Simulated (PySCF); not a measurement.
# Ionisation energy of Li⁺ by level of theory

Li⁺ 1s2 (1S) → Li²⁺ 1s1 (2S), as a difference of total energies. Computed with PySCF 2.14 in cc-pVTZ, with no relativity, point nucleus. Correlated levels: valence: nothing frozen. The calculations carry no spin-orbit coupling.

| method | ionisation energy (eV) | difference from reference (eV) |
| --- | --- | --- |
| UHF | 74.491 | -1.149 |
| PBE | 75.354 | -0.286 |
| r2SCAN | 75.698 | +0.058 |
| MP2 (valence) | 74.787 | -0.853 |
| SCS-MP2 (valence) | 74.847 | -0.793 |
| CCSD (valence) | 74.844 | -0.796 |

Reference: 75.640 eV (theoretical estimate listed by NIST; NIST Atomic Spectra Database, ionization energies).

Errors of the correlated levels include the incompleteness of this basis.

With two correlated electrons CCSD is exact in that space.
